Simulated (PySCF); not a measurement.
All of these have the formula C5H9NSi. Theory: TDDFT PBE0/def2-SVPD, vertical, gas phase, core orbitals frozen in the response in PySCF. Geometries: GFN2-xTB; one conformer of each isolated species. Triplets are in the Tamm–Dancoff approximation.

A. `C/C=N/[C@@H]1C=C[SiH2]1`
B. `N#CCC1C[SiH2]C1`
C. `C/N=C\C#CC[SiH3]`

Lowest singlet levels (six at most, fewer where fewer were computed) with oscillator strengths:

1. 7.07 eV (f 0.010); 7.24 eV (f 0.109); 7.34 eV (f 0.031); 7.48 eV (f 0.003); 7.78 eV (f 0.004); 7.84 eV (f 0.003); T1 6.29 eV
2. 4.98 eV (f 0.001); 5.25 eV (f 0.002); 5.50 eV (f 0.006); 5.93 eV (f 0.006); 6.12 eV (f 0.151); 6.51 eV (f 0.105); T1 4.24 eV
3. 4.41 eV (f 0.003); 5.19 eV (f 0.007); 5.44 eV (f 0.379); 6.25 eV (f 0.001); 6.30 eV (f 0.000); 6.60 eV (f 0.003); T1 3.61 eV

**Question.** Match each spectrum to its molecule.

**Answer.** 1 = B, 2 = A, 3 = C.
- A: S1 at 4.98 eV, HOMO→LUMO+1 (75%), HOMO→LUMO+2 (20%); Löwdin shares by element: HOMO nitrogen 54%, carbon 27% or more (atoms not listed hold the other 19%); LUMO carbon 68% or more, silicon 9%, hydrogen 5% or more (atoms not listed hold the other 19%); HOMO -6.87 and LUMO -0.34 eV.
- B: S1 at 7.07 eV, HOMO-1→LUMO (91%); Löwdin shares by element: HOMO carbon 55% or more, silicon 23%, hydrogen 5% or more (atoms not listed hold the other 18%); LUMO silicon 37%, hydrogen 24% or more, carbon 10% or more (atoms not listed hold the other 28%); HOMO -8.33 and LUMO -0.01 eV.
- C: S1 at 4.41 eV, HOMO-1→LUMO (96%); Löwdin shares by element: HOMO (one of a set within 0.03 eV) carbon 55% or more, nitrogen 20% (atoms not listed hold the other 24%); LUMO carbon 51% or more, nitrogen 28% (atoms not listed hold the other 21%); HOMO -7.19 and LUMO -1.03 eV.
